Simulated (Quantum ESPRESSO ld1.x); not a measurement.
All-electron atom: Kr III in [Ar] 3d10 4s2 4p4.

Calculated with ld1.x of Quantum ESPRESSO 7.5: non-relativistic Kohn-Sham, LDA (Slater exchange, Perdew-Zunger correlation), spin-polarised, spherical densities, point nucleus; open shells are filled with parallel spins first.

Energy parts (eV):
| part | energy |
|---|---|
| total | -74795.92 |
| kinetic | 74734.80 |
| electron-nucleus | -178066.29 |
| Hartree | 31013.07 |
| exchange-correlation | -2477.50 |

Orbitals (lengths in bohr, moments of r in powers of bohr; r(max) is where P^2 peaks):
| orbital | occ. | eigenvalue (eV) | <r> | r(max) |
|---|---|---|---|---|
| 1s up | 1 | -13903.3 | 0.04250 | 0.02808 |
| 1s down | 1 | -13903.1 | 0.04250 | 0.02808 |
| 2s up | 1 | -1829.32 | 0.1881 | 0.1584 |
| 2s down | 1 | -1829.20 | 0.1881 | 0.1584 |
| 2p up | 3 | -1658.81 | 0.1620 | 0.1251 |
| 2p down | 3 | -1658.64 | 0.1620 | 0.1251 |
| 3s up | 1 | -278.895 | 0.5426 | 0.4774 |
| 3s down | 1 | -278.651 | 0.5424 | 0.4774 |
| 3p up | 3 | -218.262 | 0.5460 | 0.4675 |
| 3p down | 3 | -217.990 | 0.5456 | 0.4676 |
| 3d up | 5 | -109.063 | 0.5537 | 0.4093 |
| 3d down | 5 | -108.740 | 0.5523 | 0.4092 |
| 4s up | 1 | -45.9304 | 1.523 | 1.337 |
| 4s down | 1 | -44.2277 | 1.527 | 1.333 |
| 4p up | 3 | -31.8175 | 1.735 | 1.487 |
| 4p down | 1 | -30.1828 | 1.752 | 1.488 |

The highest occupied level is 4p down at -30.183 eV. Spin moment in Bohr magnetons: 2.

Run on one thread of a shared host, so times are rough (Intel(R) Xeon(R) Processor @ 2.60GHz): 0.59 s of CPU time, 0.6 s wall, 24 iterations on 1899 mesh points.
